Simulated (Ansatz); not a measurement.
[GaClH3]- (GaH₃Cl⁻), relaxed as a singlet with RKS PBE-D4/def2-TZVPD in Ansatz, starting from the GFN2-xTB (ALPB water) geometry. Force threshold 0.02 eV/Å.

Start:

```
atom   x (Å)   y (Å)   z (Å)
 Ga1   0.049  -0.018   0.091
 Cl2  -0.885   0.307  -1.752
  H3   0.927  -1.321   0.021
  H4  -1.051  -0.185   1.203
  H5   0.959   1.217   0.437
```

Question: Estimate the energy that the relaxation releases and the steps that it takes.

Answer: 34.3 kJ/mol, in 4 steps; 2.8 s on 4 threads of Intel Xeon on a shared host. No frequencies were taken in this run, so the end may be a saddle point.

Question: Does the start keep its bonding and symmetry?

Answer: By distances, no bond broke or formed. The bond that changes most is Ga1–Cl2, from 2.09 to 2.34 Å (atoms count from 1). Point group C3v at the start, C3v at the end, both within 0.05 Å.

Question: Predict the relaxed structure.

Answer: 
```csv
atom,x (Å),y (Å),z (Å)
Ga1,0.0954,-0.0328,0.1897
Cl2,-0.9416,0.3241,-1.8725
H3,0.9607,-1.3802,-0.0022
H4,-1.1131,-0.1909,1.2460
H5,0.9986,1.2799,0.4389
```
Bond lengths: 1 × Cl–Ga 2.34 Å; 3 × Ga–H 1.61 Å.
